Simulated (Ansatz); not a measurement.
Geometry optimisation, Ansatz, RKS BHLYP/6-31G.

input.yaml

```yaml
crystal:
  periodic: [false, false, false]
  atoms:
    - { symbol: B, position_ang: [0.5952, -2.2732, 0.0942] }
    - { symbol: C, position_ang: [0.832, -0.7406, 0.5483] }
    - { symbol: B, position_ang: [-0.0037, 0.3002, -0.3741] }
    - { symbol: "N", position_ang: [0.457, 0.4794, -1.8366] }
    - { symbol: C, position_ang: [-1.1436, 1.1642, 0.2477] }
    - { symbol: S, position_ang: [-0.4771, 2.3174, 1.519] }
    - { symbol: H, position_ang: [-0.5251, -2.6595, 0.1279] }
    - { symbol: H, position_ang: [1.4696, -2.8932, -0.3096] }
    - { symbol: H, position_ang: [1.926, -0.5078, 0.5148] }
    - { symbol: H, position_ang: [0.5269, -0.6333, 1.6329] }
    - { symbol: H, position_ang: [1.3854, 0.7209, -1.8609] }
    - { symbol: H, position_ang: [0.2899, -0.4529, -2.279] }
    - { symbol: H, position_ang: [-1.6835, 1.7924, -0.5501] }
    - { symbol: H, position_ang: [-1.9231, 0.5112, 0.7466] }
    - { symbol: H, position_ang: [-1.7478, 2.824, 1.8081] }
basis:
  gaussian: { orbitals: "6-31G" }
hamiltonian:
  xc: { name: BHLYP }
relax:
  f_tol: 0.015
  max_steps: 40
output:
  orbitals: {}
```

Launched with:

```bash
$ ansatz run input.yaml --threads 1 --pin off --max-ram 2048MiB --backend cpu --events-out ev --progress --plain --runs-dir out
```

**Question.** Where does it end, and by what steps?

**Answer.** The run ended unconverged. The force dipped under the threshold on the way, but the program's further checks kept it going. Limits of this set-up: no polarisation functions. After 39 steps the energy has fallen by 2.043 eV; H12 moved furthest, 1.75 Å.

```tsv
step	energy less start (eV)	largest force component (eV/Å)	accepted
0	0.0000	3.862	yes
2	-0.6341	1.067	yes
4	-1.0905	1.618	yes
6	-1.6716	2.087	yes
8	-2.0117	0.231	yes
10	-2.0305	0.108	yes
12	-2.0385	0.039	yes
14	-2.0389	0.048	no
16	-2.0392	0.019	yes
18	-2.0395	0.031	yes
20	-2.0397	0.034	yes
22	-2.0399	0.022	yes
24	-2.0401	0.052	yes
26	-2.0404	0.064	yes
28	-2.0407	0.048	yes
30	-2.0410	0.062	yes
32	-2.0414	0.018	yes
34	-2.0378	0.231	no
36	-2.0420	0.009	yes
38	-2.0419	0.107	no
39	-2.0427	0.037	yes
```

```xyz
15
Properties=species:S:1:pos:R:3
B 0.397 -2.206 0.304
C 1.017 -0.806 0.541
B 0.212 0.234 -0.355
N 0.699 0.620 -1.605
C -1.158 0.847 0.156
S -0.749 2.488 1.033
H -0.641 -2.507 0.806
H 0.906 -2.999 -0.423
H 2.077 -0.770 0.296
H 0.873 -0.487 1.575
H 1.567 0.287 -1.976
H 0.235 1.291 -2.186
H -1.854 1.068 -0.648
H -1.641 0.200 0.881
H -1.961 2.688 1.630
```

Time of the run: 4.2 min on 1 thread of Arm Neoverse V1 (shared host), peak memory 0.19 GiB.
